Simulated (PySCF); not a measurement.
FH₅SSi₂, SMILES F[SiH2]S[SiH3].

Geometry optimised at ωB97X-D3(BJ)/def2-SVP. The structure was generated by enumeration, and PubChem lists no compound with its InChIKey, so it may never have been made. The values are those of a single conformer.

Calculation: r2SCAN/def2-TZVP run with PySCF.

Isolated molecule, no solvent.

```
Property                                                                                                        Value
---------------------------------------------------------------------------------------------  ----------------------
total energy                                                                                      -1080.09111 hartree
highest occupied level                                                                                       -6.92 eV
lowest empty level                                                                                           -0.87 eV
orbital gap                                                                                                   6.05 eV
dipole moment                                                                                                  0.84 D
quadrupole, principal values (traceless, Buckingham form, about the centre of nuclear charge)  -5.67, -0.69, 6.36 D·Å
mean static polarisability                                                                      70.0 bohr³ (10.38 Å³)
polarisability, principal values                                                               57.3, 66.4, 86.4 bohr³
```
